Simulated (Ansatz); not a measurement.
`C[C](C)(C)[Sn]([Cl])([Cl])[Cl]` + H₂Se → `[Cl][Sn]([Cl])([Cl])[SeH]` + `CC(C)C`  (ligand exchange at the Sn–C bond)

Program: Ansatz. Geometries: PBE0-D4/def2-TZVP. ΔE: electronic, gas phase. CCSD(T)/CBS adds triple-zeta CCSD(T) − MP2 to the extrapolated MP2 energy (def2 sets, frozen cores). DFT in def2-TZVPP. B3LYP here is the variant with VWN-RPA as its local correlation; programs differ in this. Elements past krypton have def2 core potentials. For Se, Sn outer-core shells are correlated without core-valence functions, which leaves a few kJ/mol of doubt a bond. Scalar relativity is left out up to krypton. Each species was taken in one conformer, which may not be the lowest.

CCSD(T)/CBS gives -66.8 kJ/mol.

(1) Another level gave -68.0 kJ/mol. Which?
A. r2SCANh/def2-TZVPP
B. HF/def2-TZVPP
C. BLYP-D4/def2-TZVPP
D. B3LYP/def2-TZVPP

Largest T1 diagnostic among the species: 0.011.

Answers

(1) C. BLYP-D4 -68.0, r2SCANh -77.5, B3LYP -87.2, HF/def2-TZVPP -101.5 kJ/mol.

From BLYP to BHLYP (50 % exact exchange), in def2-TZVPP and without D4, ΔE moves by −5.5 kJ/mol. Leaving LDA and LC-ωPBE aside and taking each functional with its dispersion term where it has one, the values, not all of them listed here, spread over 12.6 kJ/mol, from BHLYP-D4 to revPBE-D4. LDA lies +16.0 kJ/mol from PBE without D4.

CCSD(T)/CBS has its own doubt, a few kJ/mol and more with outer-core shells, so smaller differences from it don't rank the levels.
